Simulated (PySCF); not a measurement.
Energy of K²⁺ (potassium, charge +2) between two integer charges

The 3p beta orbital of [Ne] 3s2 3p5 is emptied in steps (occupation f), with all orbitals relaxed, ending at [Ne] 3s2 3p4. All numbers are calculated (PySCF 2.14, the spin-free X2C one-electron Hamiltonian (Gaussian nucleus), in jorge-DZP-DKH (8s6p1d, 31 functions)). The exact energy is a straight line in f; departures are measured from the line between the end points of the same method.

| f | UHF (eV) | LDA (eV) | PBE (eV) | PBE0 (eV) | r2SCAN (eV) | LC-wPBE (eV) | BHandHLYP (eV) | wB97X (eV) | BLYP (eV) | HSE06 (eV) |
| --- | --- | --- | --- | --- | --- | --- | --- | --- | --- | --- |
| 1 | 0.000 | 0.000 | 0.000 | 0.000 | 0.000 | 0.000 | 0.000 | 0.000 | 0.000 | 0.000 |
| 0.75 | 0.142 | -1.429 | -1.386 | -1.005 | -1.298 | -0.454 | -0.641 | -0.517 | -1.399 | -1.084 |
| 0.5 | 0.186 | -1.902 | -1.838 | -1.331 | -1.707 | -0.595 | -0.855 | -0.679 | -1.861 | -1.437 |
| 0.25 | 0.138 | -1.423 | -1.368 | -0.989 | -1.253 | -0.435 | -0.641 | -0.502 | -1.391 | -1.069 |
| 0 | 0.000 | 0.000 | 0.000 | 0.000 | 0.000 | 0.000 | 0.000 | 0.000 | 0.000 | 0.000 |

```
   method  E(f=0) − E(f=1) (eV)  −ε at f=1 (eV)  −ε at f=0.5 (eV)
      UHF                45.220          45.989            45.208
      LDA                46.652          39.028            46.668
      PBE                46.441          39.025            46.487
     PBE0                46.492          41.105            46.533
   r2SCAN                46.581          39.588            46.694
  LC-wPBE                46.614          44.161            46.664
BHandHLYP                46.400          42.978            46.400
    wB97X                46.511          43.727            46.551
     BLYP                46.326          38.852            46.347
    HSE06                46.491          40.683            46.530
```

Orbital energy along the path (eV):

| f | UHF | LDA | PBE | PBE0 | r2SCAN | LC-wPBE | BHandHLYP | wB97X | BLYP | HSE06 |
| --- | --- | --- | --- | --- | --- | --- | --- | --- | --- | --- |
| 1 | -45.989 | -39.028 | -39.025 | -41.105 | -39.588 | -44.161 | -42.978 | -43.727 | -38.852 | -40.683 |
| 0.75 | -45.589 | -42.848 | -42.770 | -43.834 | -43.180 | -45.432 | -44.692 | -45.159 | -42.605 | -43.623 |
| 0.5 | -45.208 | -46.668 | -46.487 | -46.533 | -46.694 | -46.664 | -46.400 | -46.551 | -46.347 | -46.530 |
| 0.25 | -44.844 | -50.466 | -50.137 | -49.172 | -50.057 | -47.825 | -48.107 | -47.876 | -50.058 | -49.379 |
| 0 | -44.496 | -54.208 | -53.656 | -51.705 | -53.060 | -48.864 | -49.830 | -49.169 | -53.710 | -52.133 |

Reference removal energy between the ground levels: 45.803 eV (semi-empirical (NIST evaluation); NIST Atomic Spectra Database, ionization energies). The calculation has no spin-orbit coupling. UHF lacks correlation.
